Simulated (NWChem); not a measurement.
System: C$_{4}$H$_{7}$F; SMILES C=C[C@@H](F)C

The following NWChem deck was run.

```
start job
memory heap 200 mb stack 900 mb global 1100 mb
geometry units angstroms noautoz
  C      0.046265     1.934914     0.264844
  C     -0.577711     0.894643    -0.284263
  C      0.013340    -0.476719    -0.402817
  C     -0.795914    -1.533347     0.323153
  F      1.299029    -0.484253     0.095270
  H      1.058886     1.831002     0.662582
  H     -0.432735     2.914798     0.329724
  H     -1.591324     1.002049    -0.688710
  H      0.081940    -0.741530    -1.476306
  H     -0.325340    -2.520333     0.206894
  H     -1.818909    -1.585640    -0.078018
  H     -0.853768    -1.291989     1.394827
end
basis spherical
  * library def2-tzvp
end
dft
  xc xpbe96 cpbe96
  iterations 150
  semidirect filesize 400000000
  mulliken
end
task dft energy
```

Structure relaxed at the PBE0/def2-SVP level.

### Question
Give the results of this calculation. (PBE/def2-TZVP.) Quantities: energy (Ha); highest occupied level (eV); orbital gap (eV); dipole (D).

### Answer
```yaml
energy (Ha): -256.24
highest occupied level (eV): -6.47
orbital gap (eV): 5.56
dipole (D): 1.64
```
